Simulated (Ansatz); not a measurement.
Mulliken charges of C₂H₄BBr, SMILES `BC(=C)Br` from r2SCAN/def2-TZVPP in Ansatz (PBE0-D4/def2-TZVP geometry).

| atom | x (Å) | y (Å) | z (Å) | charge (e) |
| --- | --- | --- | --- | --- |
| B1 | 0.046 | 1.274 | 0.269 | 0.002 |
| C2 | 0.223 | -0.108 | -0.378 | -0.051 |
| C3 | -0.286 | -1.217 | 0.165 | -0.092 |
| Br4 | 1.200 | -0.251 | -2.007 | -0.087 |
| H5 | 0.498 | 2.264 | -0.216 | 0.022 |
| H6 | -0.571 | 1.319 | 1.292 | 0.000 |
| H7 | -0.842 | -1.133 | 1.093 | 0.103 |
| H8 | -0.176 | -2.204 | -0.273 | 0.104 |

By hand: the dipole of these point charges (1 e Å = 4.8032 D).

Σ q r = (-0.183, -0.154, 0.259) e Å, of length 0.353 e Å = 1.70 D.

How does the dipole of the full density compare? (An estimate is asked.)

The calculation gave: (-0.190, -0.206, 0.257) e Å, 1.83 D; the point charges give 0.93 times that, at 7° from its direction.

Point charges leave out the atoms' own dipoles, such as those of lone pairs, and Mulliken's split depends on the basis, so the close match here is no proof of good charges.
